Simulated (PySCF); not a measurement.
C6H8N2, SMILES Nc1ccc(N)cc1.

Geometry optimised at PBE0-D3(BJ)/def2-SVP. One conformer was computed; it need not be the lowest.

Two levels are set side by side: TDA-PBE/def2-SVPD (PySCF) and TDA-CAM-B3LYP/def2-SVPD (PySCF). Vertical, same geometry. The lowest singlet is HOMO→LUMO 89 % with PBE and HOMO→LUMO 89 % with the other functional; states are paired by order. Differences are taken from unrounded values.

```tsv
quantity	TDA-CAM-B3LYP
lowest singlet excitation (eV)	4.47
lowest triplet excitation (TDA) (eV)	3.35
first bright state (f over 0.05) (eV)	4.47
its oscillator strength	0.07
```

Q: What does TDA-PBE give, and how far is it from TDA-CAM-B3LYP? (An estimate is asked for; the answer gives what the named calculation found.)

A: 
```csv
quantity,TDA-PBE,TDA-PBE minus TDA-CAM-B3LYP
lowest singlet excitation (eV),3.92,-0.55
lowest triplet excitation (TDA) (eV),2.98,-0.36
first bright state (f over 0.05) (eV),5.25,0.78
its oscillator strength,0.32,0.25
```

A lower first singlet is the usual sign of a functional without exact exchange. Differences between two approximate levels are no errors against the true value.

Rough cost on one machine, each run with all the roots and properties that it gave: TDA-CAM-B3LYP against TDA-PBE about 4 times.
